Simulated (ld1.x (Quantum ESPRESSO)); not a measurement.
## Configuration tests for holmium (TM)

holmium, norm-conserving Troullier–Martins (Kleinman–Bylander form), made with ld1.x (Quantum ESPRESSO) 7.5 (LDA (PZ), fully relativistic). Core [Kr] 4d10 4f10, reference 5s2 5p6 5d1 6s1 6p0 (charge +1). Waves: 5p (bound): rc 2.10 bohr; 5d (bound): rc 1.90 bohr; 5s (bound): rc 2.15 bohr. Local part: the s channel. Core correction: none.

Open shells are filled in proportion to 2j + 1 (rel_dist='average').

Occupied shells without a wave of their own: 6s. They enter only through the test configuration that unscreens the potential.

Energies are relative to the spin-unpolarised reference configuration 5s2 5p6 5d1 6s1 6p0; without spin polarisation the order of configurations can differ from experiment.

```csv
valence configuration,charge,ΔE all-electron (eV),error AE − PS (meV)
5s2 5p6 5d1 6s2 6p0,0,-7.155,+1634
5s2 5p6 5d1 6s0 6p0,+2,12.879,-2717
5s2 5p6 5d0 6s0 6p0,+3,33.042,-3733
5s2 5p6 5d0 6s2 6p1,0,-5.585,+2273
5s2 5p6 5d1 6s0 6p1,+1,3.944,-1973
5s2 5p6 5d1.5 6s1.5 6p0,0,-6.054,+792
```

**Question.** What are ΔE and the potential's error for 5s1 5p6 5d1 6s2 6p0?

**Answer.** ΔE = 53.155 eV all-electron; the error (AE − PS) is +2671 meV.

Levels in the configuration 5s1 5p6 5d1 6s2 6p0:

```csv
level,all-electron (eV),pseudo (eV)
5s j=1/2,-66.571,-65.590
5p j=1/2,-44.750,-43.659
5p j=3/2,-39.047,-37.957
5d j=3/2,-11.599,-10.723
5d j=5/2,-11.133,-10.279
6s j=1/2,-11.347,-13.686
```

These tests converged, but a pseudo level misses the all-electron one widely, so the file describes the atom poorly there or has found another state: 5s2 5p6 5d1 6s2 6p0: 6s by 1.3 eV (a node warning on the way); 5s2 5p6 5d1 6s0 6p0: empty 6s by 3.5 eV; 5s2 5p6 5d0 6s0 6p0: empty 6s by 4.8 eV (a node warning on the way); 5s2 5p6 5d0 6s2 6p1: 6s by 1.5 eV; 5s2 5p6 5d1 6s0 6p1: empty 6s by 2.7 eV; 5s1 5p6 5d1 6s2 6p0: 6s by 2.3 eV; 5s2 5p6 5d1.5 6s1.5 6p0: 6s by 1.4 eV (a node warning on the way). The 6s level has no wave, so the channel is fitted at the deeper level alone: the likely source of the large errors.

The potential misses its own reference levels by up to 2.1 eV, so it is not fit for use.
